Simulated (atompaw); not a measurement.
## Which change was made? (Ca, PAW (atompaw))

- Element: calcium (Ca)
- Generator: atompaw 4.2.0.5
- Type: PAW
- Functional: LDA (PW92)
- Relativity: scalar-relativistic
- Frozen core: [Ne]
- Valence charge: 10
- Reference configuration: 3s2 3p6 3d0 4s2 4p0
- Partial waves: 3s (bound); 4s (bound); 3p (bound); 4p (bound, empty); 3d (bound, empty); 3d channel at 0.4 Ry; 4f channel at -0.05 Ry
- Local potential: bessel scheme, radius 1.95 bohr
- Core correction: smooth core density matched at 1.95 bohr
- Augmentation charge: sinc compensation charge, radius 2.45 bohr; PAW radius 2.45 bohr; waves and projectors: bloechl

Cutoffs, loose and tight: the cutoffs (Ry, on a coarse ladder) from which the occupation-weighted sum of valence levels, in a spherical-Bessel basis at the reference potential, stays within 10 and 1 mRy of its value at 400 Ry. They see the waves, projectors and local potential, not the compensation charge or the core.

The base gives: outcome: generated; cutoff, loose: 25 Ry; cutoff, tight: 30 Ry; bound ghosts: none.

(1) After one change the result is: outcome: generated; cutoff, loose: 30 Ry; cutoff, tight: 40 Ry; bound ghosts: none. Which change was it?
A. all radii scaled by about 1.07 (s 1.60, p 1.50, d 1.76, f 1.86 bohr); local potential bessel scheme, radius 2.08 bohr; augmentation sinc compensation charge, radius 2.60 bohr; PAW radius 2.60 bohr; waves and projectors: bloechl; core correction smooth core density matched at 2.08 bohr
B. all radii scaled by about 1.24 (s 1.86, p 1.74, d 2.04, f 2.16 bohr); local potential bessel scheme, radius 2.42 bohr; augmentation sinc compensation charge, radius 3.04 bohr; PAW radius 3.04 bohr; waves and projectors: bloechl; core correction smooth core density matched at 2.42 bohr
C. all radii scaled by about 0.81 (s 1.22, p 1.14, d 1.34, f 1.42 bohr); local potential bessel scheme, radius 1.58 bohr; augmentation sinc compensation charge, radius 1.98 bohr; PAW radius 1.98 bohr; waves and projectors: bloechl; core correction smooth core density matched at 1.58 bohr

Answers

(1) C. The others give: all radii scaled by about 1.24 (s 1.86, p 1.74, d 2.04, f 2.16 bohr); local potential bessel scheme, radius 2.42 bohr; augmentation sinc compensation charge, radius 3.04 bohr; PAW radius 3.04 bohr; waves and projectors: bloechl; core correction smooth core density matched at 2.42 bohr → outcome: generated; cutoff, loose: 18 Ry; cutoff, tight: 25 Ry; bound ghosts: none | all radii scaled by about 1.07 (s 1.60, p 1.50, d 1.76, f 1.86 bohr); local potential bessel scheme, radius 2.08 bohr; augmentation sinc compensation charge, radius 2.60 bohr; PAW radius 2.60 bohr; waves and projectors: bloechl; core correction smooth core density matched at 2.08 bohr → outcome: generated; cutoff, loose: 21 Ry; cutoff, tight: 30 Ry; bound ghosts: none.
